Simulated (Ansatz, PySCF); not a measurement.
Bond stretch in SeBe, lowest singlet found (which spin is the ground state isn't settled by this scan).

- UKS-BLYP = unrestricted BLYP/cc-pVDZ (Ansatz, a quantum-chemistry and plane-wave program)
- RKS-BLYP = restricted BLYP/cc-pVDZ (Ansatz)
- UKS-B3LYP = unrestricted B3LYP/cc-pVDZ run with Ansatz
- RKS-B3LYP = restricted B3LYP/cc-pVDZ (Ansatz)
- UKS-PBE = unrestricted PBE/cc-pVDZ run with Ansatz
- RKS-PBE = restricted PBE/cc-pVDZ in Ansatz
- UKS-B3LYP/6-31G* = PySCF with unrestricted B3LYP/6-31G*, spherical d
- RKS-B3LYP/6-31G* = restricted B3LYP/6-31G*, spherical d (PySCF)

Scanned distances (Å): 1.54, 1.68, 1.78, 1.87, 1.97, 2.03, 2.10, 2.19, 2.24.

Task: Where does the unrestricted solution first break spin symmetry (<S²> of 0.01 or more)?

Result: UKS-BLYP: between 1.87 and 1.97 Å; UKS-B3LYP: between 1.97 and 2.03 Å; UKS-PBE: between 1.87 and 1.97 Å; UKS-B3LYP/6-31G*: between 1.97 and 2.03 Å.

| R / Å | <S²> UKS-BLYP | E(RKS-BLYP) − E(UKS-BLYP) / kJ/mol | <S²> UKS-B3LYP | E(RKS-B3LYP) − E(UKS-B3LYP) / kJ/mol | <S²> UKS-PBE | E(RKS-PBE) − E(UKS-PBE) / kJ/mol | <S²> UKS-B3LYP/6-31G* | E(RKS-B3LYP/6-31G*) − E(UKS-B3LYP/6-31G*) / kJ/mol |
|---|---|---|---|---|---|---|---|---|
| 1.54 | 0.00 | 0.0 | 0.00 | 0.0 | 0.00 | 0.0 | 0.00 | 0.0 |
| 1.68 | 0.00 | 0.0 | 0.00 | 0.0 | 0.00 | 0.0 | 0.00 | 0.0 |
| 1.78 | 0.00 | 0.0 | 0.00 | 0.0 | 0.00 | 0.0 | 0.00 | 0.0 |
| 1.87 | 0.00 | 0.0 | 0.00 | 0.0 | 0.00 | 0.0 | 0.00 | 0.0 |
| 1.97 | 0.05 | 0.1 | 0.00 | 0.0 | 0.04 | 0.1 | 0.00 | 0.0 |
| 2.03 | 0.16 | 0.8 | 0.08 | 0.2 | 0.15 | 0.7 | 0.07 | 0.1 |
| 2.10 | 0.27 | 2.4 | 0.21 | 1.4 | 0.26 | 2.3 | 0.20 | 1.2 |
| 2.19 | 0.45 | 5.6 | 0.66 | 7.5 | 0.46 | 5.8 | 0.64 | 7.1 |
| 2.24 | 0.55 | 8.6 | 0.79 | 13.5 | 0.58 | 9.1 | 0.77 | 12.9 |
